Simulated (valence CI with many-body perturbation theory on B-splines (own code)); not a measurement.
E1 transitions of Sr XXXIV

Calculated by valence CI with perturbative core correlation (CI+MBPT): three valence electrons over a frozen Dirac-Fock core [He], a basis of 11 s, 11 p, 10 d, 8 f, 5 g, 2 h functions for each j, with the one-electron correlation potential Σ1 (screened to all orders), the two-electron term Σ2, the three-electron term Σ3, Breit, model QED; selected single and double excitations, second order for the rest, scaled by the run's own slope (own B-spline code, finite nucleus).

No measured spectrum was set against this ion. As an estimate, large intervals hold to a few tenths of a per cent, small ones and those within an open d or f shell to about a per cent.

Lines 201 to 250 of 593 in falling wavelength, among levels below 27867 × 10³ cm⁻¹, chosen from the strongest by gf and those to the six lowest levels. Wavelengths and rates use the calculated energies. Electric multipoles are in the length gauge, E1 and E2 with the static RPA response of the core. Weak lines are less certain than strong ones. Lines between different terms over intervals too small for the method are left out, as are lines whose strength nearly cancels. Where a level lies close to another of its J and parity, the split of strength between their lines is uncertain. The highest levels of a list are the least certain.

Levels are named by their leading jj configuration (3d3/2^4 stands for four electrons in 3d with j = 3/2), which in mixed levels can hold well under half, so a name can repeat and another be missing. Letters in brackets count levels of one name in rising energy.

```tsv
λ vac (Å)	Upper	Lower	A (s⁻¹)	S (a.u.) with core polarisation	S without
15.96	(2s 2p3/2 4f5/2) J=3/2 [b]	(2s 2p3/2 3d5/2) J=3/2 [b]	1.94e+12	1.56e-02	1.56e-02
15.96	(2s 2p1/2 4f7/2) J=5/2	(2s 2p1/2 3d5/2) J=3/2	1.52e+13	1.84e-01	1.84e-01
15.95	(2p1/2^2 4f5/2) J=5/2	(2p1/2^2 3d5/2) J=5/2	1.15e+12	1.39e-02	1.39e-02
15.95	(2s 2p3/2 4f7/2) J=5/2 [a]	(2s 2p3/2 3d5/2) J=3/2 [a]	1.14e+13	1.37e-01	1.37e-01
15.94	(2s 2p3/2 4f7/2) J=5/2 [b]	(2s 2p3/2 3d5/2) J=3/2 [b]	1.15e+13	1.38e-01	1.38e-01
15.93	(2s 2p1/2 4f5/2) J=5/2 [a]	(2s 2p1/2 3d5/2) J=5/2 [a]	5.97e+11	7.16e-03	7.16e-03
15.93	(2s 2p3/2 4s) J=3/2 [b]	(2s 2p3/2 3p3/2) J=5/2 [b]	1.58e+12	1.26e-02	1.26e-02
15.92	(2p1/2^2 4f7/2) J=7/2	(2p1/2^2 3d5/2) J=5/2	1.74e+13	2.78e-01	2.78e-01
15.92	(2s 2p3/2 4f7/2) J=3/2	(2s 2p3/2 3d5/2) J=3/2 [a]	5.17e+12	4.12e-02	4.12e-02
15.91	(2s 2p3/2 4s) J=5/2	(2s 2p3/2 3p3/2) J=7/2	1.54e+12	1.84e-02	1.84e-02
15.91	(2s 2p3/2 4f5/2) J=7/2 [b]	(2s 2p3/2 3d5/2) J=5/2 [b]	5.39e+12	8.57e-02	8.57e-02
15.91	(2s 2p1/2 4f7/2) J=7/2 [a]	(2s 2p1/2 3d5/2) J=5/2 [a]	9.29e+12	1.48e-01	1.48e-01
15.90	(2s 2p3/2 4f7/2) J=5/2 [b]	(2p1/2 2p3/2 3p1/2) J=3/2 [a]	4.37e+12	5.21e-02	5.21e-02
15.90	(2s 2p3/2 4f7/2) J=7/2 [b]	(2s 2p3/2 3d5/2) J=5/2 [b]	1.11e+13	1.77e-01	1.77e-01
15.90	(2s 2p3/2 4s) J=3/2 [a]	(2s 2p3/2 3p3/2) J=3/2 [a]	7.66e+11	6.08e-03	6.07e-03
15.87	(2s 2p3/2 4f7/2) J=7/2 [a]	(2s 2p3/2 3d5/2) J=5/2 [a]	1.43e+13	2.25e-01	2.25e-01
15.86	(2s 2p3/2 4f7/2) J=5/2 [b]	(2s 2p3/2 3d5/2) J=5/2 [b]	2.39e+12	2.82e-02	2.82e-02
15.86	(2s 2p3/2 4f5/2) J=3/2 [b]	(2p1/2 2p3/2 3p1/2) J=1/2	4.06e+12	3.19e-02	3.19e-02
15.85	(2s 2p3/2 4f7/2) J=5/2 [a]	(2s 2p3/2 3d5/2) J=5/2 [a]	5.38e+12	6.34e-02	6.34e-02
15.83	(2s^2 4f5/2) J=5/2	(2s^2 3d5/2) J=5/2	1.25e+12	1.47e-02	1.47e-02
15.82	(2s 2p3/2 4f5/2) J=3/2 [b]	(2s 2p3/2 3d3/2) J=1/2 [b]	9.02e+12	7.05e-02	7.05e-02
15.82	(2s 2p3/2 4d5/2) J=5/2 [b]	(2p1/2 2p3/2 3s) J=3/2 [b]	6.00e+11	7.04e-03	7.04e-03
15.81	(2s 2p1/2 4f5/2) J=7/2	(2s 2p1/2 3d5/2) J=7/2	1.41e+12	2.20e-02	2.20e-02
15.80	(2s^2 4f7/2) J=7/2	(2s^2 3d5/2) J=5/2	1.88e+13	2.93e-01	2.94e-01
15.79	(2s 2p1/2 4f7/2) J=9/2	(2s 2p1/2 3d5/2) J=7/2	1.84e+13	3.58e-01	3.58e-01
15.78	(2s 2p1/2 4f5/2) J=5/2 [a]	(2s 2p1/2 3d3/2) J=5/2	5.22e+11	6.08e-03	6.08e-03
15.77	(2s 2p3/2 4f5/2) J=5/2 [b]	(2s 2p3/2 3d3/2) J=3/2 [b]	1.41e+13	1.64e-01	1.64e-01
15.77	(2s 2p1/2 4f5/2) J=3/2	(2s 2p1/2 3d3/2) J=1/2	1.30e+13	1.01e-01	1.01e-01
15.77	(2s 2p3/2 4f5/2) J=7/2 [b]	(2s 2p3/2 3d5/2) J=7/2 [b]	2.62e+12	4.06e-02	4.06e-02
15.77	(2s 2p1/2 4f7/2) J=7/2 [b]	(2s 2p1/2 3d5/2) J=7/2	1.25e+12	1.93e-02	1.93e-02
15.77	(2s 2p1/2 4f5/2) J=3/2	(2s 2p1/2 3d3/2) J=3/2 [b]	4.74e+12	3.67e-02	3.67e-02
15.76	(2s 2p1/2 4f5/2) J=5/2 [b]	(2s 2p1/2 3d3/2) J=3/2 [b]	1.22e+13	1.41e-01	1.41e-01
15.75	(2s 2p1/2 4f7/2) J=7/2 [a]	(2s 2p1/2 3d3/2) J=5/2	7.77e+12	1.20e-01	1.20e-01
15.74	(2s 2p3/2 4f7/2) J=9/2 [b]	(2s 2p3/2 3d5/2) J=7/2 [b]	1.82e+13	3.50e-01	3.50e-01
15.74	(2s 2p3/2 4f5/2) J=5/2 [b]	(2s 2p3/2 3d3/2) J=5/2 [b]	2.73e+12	3.15e-02	3.15e-02
15.73	(2s 2p3/2 4f5/2) J=3/2 [a]	(2s 2p3/2 3d3/2) J=1/2 [a]	5.63e+12	4.33e-02	4.33e-02
15.73	(2s 2p3/2 4f5/2) J=5/2 [a]	(2s 2p3/2 3d3/2) J=3/2 [a]	8.83e+12	1.02e-01	1.02e-01
15.73	(2s 2p3/2 4d5/2) J=7/2 [b]	(2p1/2 2p3/2 3s) J=5/2	4.89e+11	7.51e-03	7.51e-03
15.73	(2s 2p1/2 4f7/2) J=5/2	(2s 2p1/2 3d3/2) J=3/2 [b]	7.76e+11	8.94e-03	8.94e-03
15.73	(2s 2p3/2 4f5/2) J=3/2 [b]	(2s 2p3/2 3d3/2) J=3/2 [b]	3.01e+12	2.31e-02	2.31e-02
15.72	(2s 2p3/2 4f5/2) J=1/2	(2s 2p3/2 3d3/2) J=1/2 [a]	1.47e+13	5.62e-02	5.62e-02
15.72	(2s 2p3/2 4f5/2) J=7/2 [b]	(2s 2p3/2 3d3/2) J=5/2 [b]	1.00e+13	1.54e-01	1.54e-01
15.72	(2s 2p3/2 4f5/2) J=3/2 [a]	(2s 2p3/2 3d3/2) J=3/2 [a]	1.02e+13	7.83e-02	7.84e-02
15.71	(2s 2p3/2 4f7/2) J=7/2 [b]	(2s 2p3/2 3d3/2) J=5/2 [b]	6.09e+12	9.33e-02	9.33e-02
15.71	(2s 2p3/2 4f5/2) J=7/2 [a]	(2s 2p3/2 3d3/2) J=7/2	5.02e+12	7.68e-02	7.68e-02
15.70	(2p1/2^2 4f5/2) J=5/2	(2p1/2^2 3d3/2) J=3/2	1.75e+13	2.00e-01	2.00e-01
15.70	(2s 2p3/2 4f5/2) J=1/2	(2s 2p3/2 3d3/2) J=3/2 [a]	3.97e+12	1.52e-02	1.52e-02
15.70	(2s 2p1/2 4f5/2) J=7/2	(2s 2p1/2 3d5/2) J=5/2 [a]	5.56e+12	8.50e-02	8.50e-02
15.70	(2s 2p3/2 4f5/2) J=7/2 [a]	(2s 2p3/2 3d3/2) J=5/2 [a]	1.29e+13	1.98e-01	1.98e-01
15.70	(2s 2p3/2 4f5/2) J=5/2 [a]	(2s 2p3/2 3d3/2) J=7/2	8.71e+11	9.98e-03	9.98e-03
```
